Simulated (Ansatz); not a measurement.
Geometry optimisation of the cluster B₈H₁₃⁻.

```yaml
crystal:
  periodic: [false, false, false]
  atoms:
    - {symbol: B, position_ang: [1.030150, -0.656560, -0.074940]}
    - {symbol: B, position_ang: [0.688560, 1.068160, -1.014010]}
    - {symbol: B, position_ang: [-0.257950, -1.538000, 0.848810]}
    - {symbol: B, position_ang: [-1.860470, -1.143040, -0.525130]}
    - {symbol: B, position_ang: [0.498460, -0.283490, 1.744200]}
    - {symbol: B, position_ang: [1.285430, 0.855860, 0.684750]}
    - {symbol: B, position_ang: [-0.334920, -0.919500, -1.163330]}
    - {symbol: B, position_ang: [-0.047870, 2.440690, -0.493280]}
    - {symbol: H, position_ang: [-2.460090, -2.151310, -0.797590]}
    - {symbol: H, position_ang: [1.160690, -0.602890, 2.688720]}
    - {symbol: H, position_ang: [0.461480, 3.505830, -0.708730]}
    - {symbol: H, position_ang: [-1.525930, -1.376970, 0.838490]}
    - {symbol: H, position_ang: [1.525680, 1.163410, -1.865320]}
    - {symbol: H, position_ang: [0.071050, -1.503210, -2.130090]}
    - {symbol: H, position_ang: [2.022930, 1.704530, 1.071100]}
    - {symbol: H, position_ang: [2.108910, -1.152510, -0.210600]}
    - {symbol: H, position_ang: [-2.579730, -0.202070, -0.311770]}
    - {symbol: H, position_ang: [-0.031290, -2.712090, 0.883350]}
    - {symbol: H, position_ang: [-0.343970, 0.412580, -1.511090]}
    - {symbol: H, position_ang: [-1.087820, 2.500290, 0.090770]}
    - {symbol: H, position_ang: [-0.323300, 0.590290, 1.955690]}
basis:
  gaussian: {orbitals: def2-SVPD}
total_charge: -1
hamiltonian: {xc: r2scan, dispersion: d4}
scf: {lower_state_search: "off"}
output: {orbitals: {seedname: orbitals}}
relax: {f_tol: 0.02, max_steps: 100}
```

```sh
$ ansatz run in.yaml --threads 4 --pin off --events-out ev --progress --plain --max-ram 4787MiB
```

Output, abridged:

```
Functional definition: r2SCAN
  name "r2SCAN"
  cite "Furness, Kaplan, Ning, Perdew & Sun, J. Phys. Chem. Lett. 11, 8208 (2020) doi:10.1021/acs.jpclett.0c02405"
  cite "Furness, Kaplan, Ning, Perdew & Sun, J. Phys. Chem. Lett. 11, 9248 (2020) doi:10.1021/acs.jpclett.0c03077"
  parent r2scan
  parameter k0 = 0.174
  parameter k1 = 0.065
  parameter a1 = 4.9479
  exchange = r2scan_x(k0 = k0, k1 = k1, a1 = a1)
  correlation = r2scan_c
these checks for a lower state are left out or cut short: stability, starts, cluster_reference, orbital_swaps, neighbouring_geometries, increment
mean field -5614.15939520 eV, -206.3165523596 hartree, gradient 5.5e-6 eV, S^2 0.000000; 0 other end points of the search recorded, 0 dependent functions left out
the calculation of the forces begins
relax step   1: F+E_penalty+E_count = -5614.32536366 eV  Δ(F+E_penalty+E_count) = +0.000e0 eV  max|allowed force component| = 2.418e0 eV/Å  Δτ_max = 0.0000 Å  (19 SCF iters, accepted)
these checks for a lower state are left out or cut short: stability, starts, cluster_reference, orbital_swaps, neighbouring_geometries, increment
mean field -5614.97934253 eV, -206.3466848682 hartree, gradient 1.7e-6 eV, S^2 0.000000; 0 other end points of the search recorded, 0 dependent functions left out
the calculation of the forces begins
relax step   2: F+E_penalty+E_count = -5615.14669907 eV  Δ(F+E_penalty+E_count) = -8.213e-1 eV  max|allowed force component| = 1.700e0 eV/Å  Δτ_max = 0.1974 Å  (25 SCF iters, accepted)
these checks for a lower state are left out or cut short: stability, starts, cluster_reference, orbital_swaps, neighbouring_geometries, increment
mean field -5615.64267619 eV, -206.3710619307 hartree, gradient 2.1e-6 eV, S^2 0.000000; 0 other end points of the search recorded, 0 dependent functions left out
the calculation of the forces begins
relax step   3: F+E_penalty+E_count = -5615.81187287 eV  Δ(F+E_penalty+E_count) = -6.652e-1 eV  max|allowed force component| = 1.022e0 eV/Å  Δτ_max = 0.1933 Å  (25 SCF iters, accepted)
these checks for a lower state are left out or cut short: stability, starts, cluster_reference, orbital_swaps, neighbouring_geometries, increment
mean field -5615.84373469 eV, -206.3784506943 hartree, gradient 2.4e-6 eV, S^2 0.000000; 0 other end points of the search recorded, 0 dependent functions left out
the calculation of the forces begins
relax step   4: F+E_penalty+E_count = -5616.01383324 eV  Δ(F+E_penalty+E_count) = -2.020e-1 eV  max|allowed force component| = 1.047e0 eV/Å  Δτ_max = 0.1907 Å  (25 SCF iters, accepted)
these checks for a lower state are left out or cut short: stability, starts, cluster_reference, orbital_swaps, neighbouring_geometries, increment
mean field -5615.98511040 eV, -206.3836461558 hartree, gradient 3.8e-6 eV, S^2 0.000000; 0 other end points of the search recorded, 0 dependent functions left out
the calculation of the forces begins
relax step   5: F+E_penalty+E_count = -5616.15495850 eV  Δ(F+E_penalty+E_count) = -1.411e-1 eV  max|allowed force component| = 3.563e-1 eV/Å  Δτ_max = 0.1447 Å  (21 SCF iters, accepted)
these checks for a lower state are left out or cut short: stability, starts, cluster_reference, orbital_swaps, neighbouring_geometries, increment
mean field -5616.01557469 eV, -206.3847656977 hartree, gradient 2.3e-6 eV, S^2 0.000000; 0 other end points of the search recorded, 0 dependent functions left out
the calculation of the forces begins
relax step   6: F+E_penalty+E_count = -5616.18511403 eV  Δ(F+E_penalty+E_count) = -3.016e-2 eV  max|allowed force component| = 1.291e-1 eV/Å  Δτ_max = 0.0716 Å  (20 SCF iters, accepted)
these checks for a lower state are left out or cut short: stability, starts, cluster_reference, orbital_swaps, neighbouring_geometries, increment
mean field -5616.02939038 eV, -206.3852734152 hartree, gradient 2.3e-6 eV, S^2 0.000000; 0 other end points of the search recorded, 0 dependent functions left out
the calculation of the forces begins
relax step   7: F+E_penalty+E_count = -5616.19887115 eV  Δ(F+E_penalty+E_count) = -1.376e-2 eV  max|allowed force component| = 8.703e-2 eV/Å  Δτ_max = 0.0518 Å  (20 SCF iters, accepted)
these checks for a lower state are left out or cut short: stability, starts, cluster_reference, orbital_swaps, neighbouring_geometries, increment
mean field -5616.04889285 eV, -206.3859901177 hartree, gradient 2.5e-6 eV, S^2 0.000000; 0 other end points of the search recorded, 0 dependent functions left out
[...]
the calculation of the forces begins
relax step  13: F+E_penalty+E_count = -5616.35095610 eV  Δ(F+E_penalty+E_count) = -2.337e-2 eV  max|allowed force component| = 2.497e-1 eV/Å  Δτ_max = 0.0856 Å  (20 SCF iters, accepted)
these checks for a lower state are left out or cut short: stability, starts, cluster_reference, orbital_swaps, neighbouring_geometries, increment
mean field -5616.19601039 eV, -206.3913965873 hartree, gradient 2.0e-6 eV, S^2 0.000000; 0 other end points of the search recorded, 0 dependent functions left out
the calculation of the forces begins
relax step  14: F+E_penalty+E_count = -5616.36257723 eV  Δ(F+E_penalty+E_count) = -1.162e-2 eV  max|allowed force component| = 1.929e-1 eV/Å  Δτ_max = 0.0957 Å  (20 SCF iters, accepted)
these checks for a lower state are left out or cut short: stability, starts, cluster_reference, orbital_swaps, neighbouring_geometries, increment
mean field -5616.20416741 eV, -206.3916963524 hartree, gradient 3.1e-6 eV, S^2 0.000000; 0 other end points of the search recorded, 0 dependent functions left out
the calculation of the forces begins
relax step  15: F+E_penalty+E_count = -5616.37091438 eV  Δ(F+E_penalty+E_count) = -8.337e-3 eV  max|allowed force component| = 1.996e-1 eV/Å  Δτ_max = 0.0375 Å  (20 SCF iters, accepted)
these checks for a lower state are left out or cut short: stability, starts, cluster_reference, orbital_swaps, neighbouring_geometries, increment
mean field -5616.19174708 eV, -206.3912399136 hartree, gradient 3.0e-6 eV, S^2 0.000000; 0 other end points of the search recorded, 0 dependent functions left out
the calculation of the forces begins
relax step  16: F+E_penalty+E_count = -5616.35838970 eV  Δ(F+E_penalty+E_count) = +1.252e-2 eV  max|allowed force component| = 3.277e-1 eV/Å  Δτ_max = 0.0548 Å  (19 SCF iters, rejected (line search))
these checks for a lower state are left out or cut short: stability, starts, cluster_reference, orbital_swaps, neighbouring_geometries, increment
mean field -5616.20600792 eV, -206.3917639899 hartree, gradient 3.1e-6 eV, S^2 0.000000; 0 other end points of the search recorded, 0 dependent functions left out
the calculation of the forces begins
relax step  17: F+E_penalty+E_count = -5616.37269369 eV  Δ(F+E_penalty+E_count) = -1.779e-3 eV  max|allowed force component| = 4.498e-2 eV/Å  Δτ_max = 0.0174 Å  (21 SCF iters, accepted)
these checks for a lower state are left out or cut short: stability, starts, cluster_reference, orbital_swaps, neighbouring_geometries, increment
mean field -5616.20612001 eV, -206.3917681092 hartree, gradient 3.1e-6 eV, S^2 0.000000; 0 other end points of the search recorded, 0 dependent functions left out
the calculation of the forces begins
relax step  18: F+E_penalty+E_count = -5616.37277767 eV  Δ(F+E_penalty+E_count) = -8.398e-5 eV  max|allowed force component| = 3.774e-2 eV/Å  Δτ_max = 0.0125 Å  (20 SCF iters, accepted)
these checks for a lower state are left out or cut short: stability, starts, cluster_reference, orbital_swaps, neighbouring_geometries, increment
mean field -5616.20627784 eV, -206.3917739094 hartree, gradient 3.0e-6 eV, S^2 0.000000; 0 other end points of the search recorded, 0 dependent functions left out
the calculation of the forces begins
relax step  19: F+E_penalty+E_count = -5616.37294264 eV  Δ(F+E_penalty+E_count) = -1.650e-4 eV  max|allowed force component| = 7.376e-3 eV/Å  Δτ_max = 0.0047 Å  (21 SCF iters, accepted)
Total energy: -5616.37296374 eV, -206.3978995032 hartree
Atom 0 at     1.172210    -0.550155    -0.075274 Å, force     0.003128     0.001881    -0.000369 eV/Å
Atom 1 at     0.557467     0.803254    -1.034743 Å, force     0.001925    -0.000099     0.002548 eV/Å
Atom 2 at    -0.194282    -1.598992     0.560347 Å, force    -0.007376     0.001455     0.002681 eV/Å
Atom 3 at    -1.801886    -1.261073    -0.265931 Å, force     0.000243     0.000944     0.002609 eV/Å
Atom 4 at     0.495192    -0.378182     1.589252 Å, force     0.003040    -0.005523    -0.002985 eV/Å
Atom 5 at     0.783277     0.961596     0.659182 Å, force    -0.004801    -0.003299    -0.001335 eV/Å
Atom 6 at    -0.270741    -0.897189    -1.089498 Å, force     0.000934    -0.001952     0.003117 eV/Å
Atom 7 at     0.386840     2.425218    -0.174460 Å, force     0.002211     0.001046     0.002358 eV/Å
Atom 8 at    -2.380484    -2.195731    -0.786377 Å, force    -0.000272    -0.000222     0.000177 eV/Å
Atom 9 at     0.875740    -0.447922     2.729757 Å, force    -0.000266     0.001849     0.001213 eV/Å
Atom 10 at     1.164767     3.166777    -0.723752 Å, force    -0.000469    -0.001598     0.000177 eV/Å
Atom 11 at    -1.553350    -1.652208     0.940649 Å, force     0.003556     0.000256    -0.004371 eV/Å
Atom 12 at     1.307021     1.022841    -1.947961 Å, force    -0.000650    -0.000397    -0.000703 eV/Å
Atom 13 at    -0.044574    -1.445349    -2.140243 Å, force    -0.000790     0.000185    -0.000080 eV/Å
Atom 14 at     1.178477     2.131348     1.014360 Å, force     0.000522     0.002605    -0.001274 eV/Å
Atom 15 at     2.279521    -0.982582    -0.265540 Å, force     0.000295     0.000249     0.000375 eV/Å
Atom 16 at    -2.465954    -0.272664     0.001992 Å, force    -0.000194     0.000490    -0.001425 eV/Å
Atom 17 at     0.125382    -2.763640     0.668865 Å, force     0.002376    -0.000436    -0.000524 eV/Å
Atom 18 at    -0.653045     0.403555    -1.354374 Å, force    -0.002488     0.001086    -0.002158 eV/Å
Atom 19 at    -0.604184     2.926389     0.312003 Å, force    -0.000151    -0.000087    -0.000035 eV/Å
Atom 20 at    -0.357396     0.604708     1.381747 Å, force    -0.000775     0.001567     0.000004 eV/Å
Dipole moment:     0.348104     0.489006     0.251317 e Å
Checks for a lower state left out: stability, starts, cluster_reference, orbital_swaps, neighbouring_geometries, increment
```

It took 1.8 min on 4 threads of Arm Neoverse V2 on a shared host.

The structure comes from a short search, and lower isomers may exist.
